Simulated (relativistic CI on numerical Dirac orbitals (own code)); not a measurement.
Sensitivity of the levels of Tl29+ to α and to the nuclear radius

Calculated at this level of theory: Dirac-Coulomb-Breit CI, separate exchange-only KLI orbitals for each configuration, derivatives by finite differences, unscaled Slater integrals, QED left out (own radial code, finite nucleus).

CI space (outside the closed core [Kr] 4d10): 4f6, 4f5.5s, 4f4.5s2. Levels of other configurations are missing.

With x = (α/α₀)² − 1 an excitation energy changes as ω = ω₀ + qx; K = 2q/ω₀ is the relative enhancement. Terms are leading LS components, so labels can repeat. The field-shift factor is F = δν/δ⟨r²⟩ for the transition from the lowest level.

Lowest level 4f6 5D_0.

| Level | ω₀ (cm⁻¹) | q (cm⁻¹) | K | F (GHz/fm²) |
| --- | --- | --- | --- | --- |
| 4f6 7F_1 | 19904.0 | 40320 | 4.05 | 2.18 |
| 4f6 7F_2 | 36104.6 | 64630 | 3.58 | 3.56 |
| 4f6 7F_3 | 48444.5 | 77550 | 3.2 | 4.34 |
| 4f6 7F_4 | 57993.6 | 84270 | 2.91 | 4.8 |
| 4f6 7F_5 | 64647.0 | 84560 | 2.62 | 4.91 |
| 4f6 7F_6 | 64875.2 | 62470 | 1.93 | 3.87 |
| 4f6 7F_0 | 64907.1 | 66610 | 2.05 | 4.03 |
| 4f6 5L_6 | 88265.8 | 59020 | 1.34 | 4 |
| 4f6 5D_1 | 88672.0 | 83380 | 1.88 | 5.14 |
| 4f6 3F_2 | 102943.3 | 49790 | 0.967 | 3.73 |
| 4f6 5H_3 | 108193.7 | 55710 | 1.03 | 4.07 |
| 4f6 5D_2 | 109254.1 | 91070 | 1.67 | 5.78 |
| 4f6 5L_7 | 109745.2 | 71750 | 1.31 | 4.9 |

At this charge energies of transitions that change n are usually good to better than 1 %, and those within a shell (Δn = 0) to a few per cent. Terms inside the open d or f shell come out 10 to 20 % too wide with unscaled integrals.
